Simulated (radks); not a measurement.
Values are calculated unless marked as measured or tabulated.
Task: The mean radii <r> (bohr) of the occupied orbitals of an atom or ion are listed with their occupations. Level of theory: non-relativistic Kohn-Sham, r2SCAN, spin-unpolarised, spherical densities, point nucleus; meta-GGA in the generalised Kohn-Sham scheme (a radial shooting solver on a logarithmic mesh with Libxc functionals).

orbital  occ.      <r>
1s          2  0.01941
2s          2  0.08181
2p          6  0.06916
3s          2   0.2065
3p          6   0.1969
3d         10   0.1723
4s          2   0.4557
4p          6   0.4606
4d         10   0.4706
4f         14   0.5033
5s          2    1.057
5p          6    1.154
5d          9    1.643
6s          1    3.418

Name the element and its charge.

Result: Z = 78, platinum, charge 0: Pt in [Xe] 4f14 5d9 6s1. The 1s radius gives Z: for a bare nucleus <r> = 1.5/Z, 0.01923 bohr for Z = 78, and screening makes it slightly larger (0.01941 here). The occupations add up to 78, and the charge is Z minus that.
